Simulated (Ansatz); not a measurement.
Basis-set extrapolation for `[NH][Si](N)(F)F` radical (PBE0-D4/def2-TZVP geometry, frozen core, Ansatz). Multiplicity 2, UHF reference.

```tsv
	def2-TZVPP	def2-QZVPP
HF	-598.781715	-598.806652
MP2 correlation	-0.988796	-1.076728
CCSD(T) correlation	-1.045341	not run
```

Energies in hartree. Use E(X) = E(∞) + A·exp(−7.88·√X) for Hartree–Fock and E(X) = E(∞) + B·X^(−2.97) for correlation, with X = 3 and 4, and add CCSD(T) minus MP2 of the smaller set to the MP2 limit.

Question: What is the CCSD(T) energy at the basis-set limit?

Answer: HF limit: -598.806652 + (-0.024937) × 0.13774 = -598.81009. MP2 limit: -1.076728 + (-0.087932) × 0.74074 = -1.14186. Higher-order term: -1.045341 − (-0.988796) = -0.05655. Total: -600.00850 hartree, 113.9 kcal/mol below CCSD(T)/def2-TZVPP.
